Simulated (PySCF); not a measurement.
# Assignment exercise: C₄H₁₀OSi

Numbering as in the mapped SMILES `[CH2:1]1[CH2:2][SiH2:3][CH2:4][CH2:5][O:6]1`. Each H is labelled by its parent atom.

One conformer, averaged over atoms made equivalent by symmetry, fast rotation or ring inversion, no relativistic terms, in vacuum. Geometry: GFN2-xTB; σ from GIAO-PBE0/pcSseg-1; PySCF 2.14.0 with density-fitted response routines.

Shifts are taken against calculated references (same method and geometry level): 13C, 1H vs TMS.

**Question.** Assign these signals to the numbered atoms. 13C{1H} NMR (computed): δ 71.8 (CH2), 11.0 (CH2).

**Answer.** 
```tsv
δ (ppm)	atoms	environment	reason
71.8	C1/C5	sp3 CH2 bonded to O	pulled downfield by the heteroatom
11.0	C2/C4	sp3 CH2 bonded to Si	an electropositive neighbour leaves it electron-rich and shielded
```

**Question.** Assign these signals to the numbered atoms. 1H NMR (300 MHz, computed): δ 4.21 (m, 2H), 4.00 (m, 4H), 0.81 (m, 4H).

**Answer.** 
| δ (ppm) | atoms | environment | reason |
| --- | --- | --- | --- |
| 4.21 | H(Si3) | hydrogen on a silicon bonded to 2 C, in a 6-membered ring | – |
| 4.00 | H(C1)/H(C5) | hydrogen on an sp3 CH2 bonded to O | its carbon carries O, hence the downfield position |
| 0.81 | H(C2)/H(C4) | hydrogen on an sp3 CH2 bonded to Si | an electropositive neighbour shields it, as in TMS itself |

Shifts are as computed. Against solution values, carbons near 30 ppm lie about +3 ppm off and those near 130 ppm about +5 ppm. Of 1211 compounds with measured shifts, 218 miss one by over three times the rms of a fit or turn the order of signals round; such compounds aren't used in these exercises. No couplings were computed; multiplicities are counted from neighbouring protons, with m where these are inequivalent, close in shift, in a saturated or five-membered ring or joined by F or P, and br s for small geminal =CH2 splittings.
